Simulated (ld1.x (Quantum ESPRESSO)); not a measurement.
## Reading a pseudo-wave (Ba (Z = 56))

Columns: radius, all-electron u(r) and pseudo u(r) of the 5d shell (level -2.14 eV) of barium in the configuration [Kr] 4d10 5s2 5p6 5d0 6s2 6p0; LDA (PZ), scalar-relativistic, RRKJ scheme, ld1.x (Quantum ESPRESSO) 7.5.

```csv
r (bohr),all-electron,pseudo
0.188,0.1442,0.0012
0.375,-0.0858,0.0095
0.562,-0.2309,0.0309
0.750,-0.1860,0.0703
0.938,-0.0495,0.1286
1.125,0.1033,0.2026
1.312,0.2400,0.2857
1.500,0.3503,0.3688
1.688,0.4325,0.4415
1.875,0.4896,0.4966
2.062,0.5265,0.5322
2.250,0.5474,0.5505
2.438,0.5559,0.5567
2.625,0.5553,0.5553
2.812,0.5480,0.5480
3.000,0.5360,0.5360
3.188,0.5207,0.5207
3.375,0.5033,0.5033
3.562,0.4845,0.4845
3.750,0.4648,0.4648
3.938,0.4447,0.4447
4.125,0.4245,0.4245
4.312,0.4044,0.4044
4.500,0.3844,0.3844
4.688,0.3648,0.3648
4.875,0.3458,0.3458
```

Question: How many radial nodes do the two functions have?

Answer: The all-electron 5d function has n − l − 1 = 2; the pseudo-wave has 0, since the states of the same l below it are removed with the core.

Question: At about which radius was the pseudo-wave matched?

Answer: 2.65 bohr, where the columns begin to agree (steps of 0.19 bohr).

Question: Where does each function peak?

Answer: Outermost all-electron maximum near 2.44 bohr, pseudo maximum near 2.44 bohr (to the table’s step).

Question: Is the pseudo-wave norm-conserving?

Answer: Yes: the RRKJ scheme keeps the norm inside the radius equal to the all-electron one, which fixes the energy derivative of the logarithmic derivative at the level.
